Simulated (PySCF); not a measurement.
Computed shifts of a molecule C₂H₅BO₃, PBE/pcSseg-1 (PySCF), GIAO, gas phase, equivalent atoms averaged, in ppm (number of nuclei): ¹³C: 181.6 (1), 4.8 (1). ¹H: 8.13 (1), 6.46 (1), 1.09 (3). References: ¹³C against TMS (σ = 182.0 ppm); ¹¹B against BF3 (σ = 83.9 ppm); ¹⁷O against H2O (σ = 334.3 ppm); ¹H against TMS (σ = 31.49 ppm), references at their B3LYP-D3(BJ)/def2-TZVP geometries, non-relativistic. Geometry optimised at B3LYP-D3(BJ)/def2-SVP. One conformer was computed; it need not be the lowest.

Question: Pick the molecule that these values belong to.
(A) CC(=O)OBO
(B) CB(O)C(=O)O
(C) C=COB(O)O
(D) O=CB(O)CO

Answer: B, CB(O)C(=O)O
